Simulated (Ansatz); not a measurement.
Isolated molecules relaxed with PBE0-D4/def2-TZVP in Ansatz; ΔE leaves out vibrations. CCSD(T)/CBS is the MP2 limit (def2-TZVPP, def2-QZVPP) plus CCSD(T) − MP2 in def2-TZVPP, frozen cores. DFT in def2-TZVPP. Each species was taken in one conformer, which may not be the lowest.

Reaction (isomerisation): `CBC[SiH2]O` → `CCBO[SiH3]`

`CBC[SiH2]O`:

```xyz
14

C    -1.344    1.232   -1.289
B    -1.181   -0.140   -0.565
C     0.182   -0.842   -0.375
Si    0.996   -0.298    1.215
O     2.435   -1.103    1.292
H    -1.866    1.947   -0.641
H    -2.013    1.102   -2.150
H    -0.416    1.687   -1.641
H    -2.165   -0.652   -0.098
H     0.915   -0.584   -1.150
H     0.108   -1.931   -0.280
H     1.220    1.176    1.218
H     0.151   -0.628    2.396
H     2.977   -0.965    2.069
```

`CCBO[SiH3]`:

Z-matrix (Å, degrees):
```
C
C 1 1.525
H 1 1.093 2 111.3
H 1 1.092 2 112.0 3 -120.2
H 1 1.093 2 111.2 3 119.3
B 2 1.563 1 115.4 3 -64.9
H 2 1.102 1 109.3 3 177.0
H 2 1.096 1 111.5 3 61.8
O 6 1.356 2 120.1 1 154.8
H 6 1.209 2 121.6 1 -27.1
Si 9 1.652 6 132.1 2 177.6
H 11 1.483 9 108.3 6 -119.5
H 11 1.483 9 108.2 6 121.6
H 11 1.486 9 110.5 6 1.1
```

Q: Is it downhill or uphill in electronic energy at CCSD(T)/CBS, and by how much? (Estimate.)

A: The calculation gave: Downhill: ΔE = -15.0 kcal/mol.

Q: What do these levels give: LDA (SPW92), PBE0-D4, CAM-B3LYP, CCSD(T)/def2-TZVPP, MP2/def2-QZVPP, HF/CBS(def2)? (An estimate is asked.)

A: The calculation gave: LDA (SPW92) -14.0, PBE0-D4 -13.7, CAM-B3LYP -17.4, CCSD(T)/def2-TZVPP -15.9, MP2/def2-QZVPP -14.4, HF/CBS(def2) -20.4 kcal/mol.

Largest T1 diagnostic among the species: 0.011.

In def2-TZVPP, CCSD(T) changes the Hartree–Fock value by +4.4 kcal/mol (the triples alone add +0.4 kcal/mol) and MP2 by +5.4 kcal/mol. From BLYP to BHLYP (50 % exact exchange), in def2-TZVPP and without D4, ΔE moves by −0.9 kcal/mol.
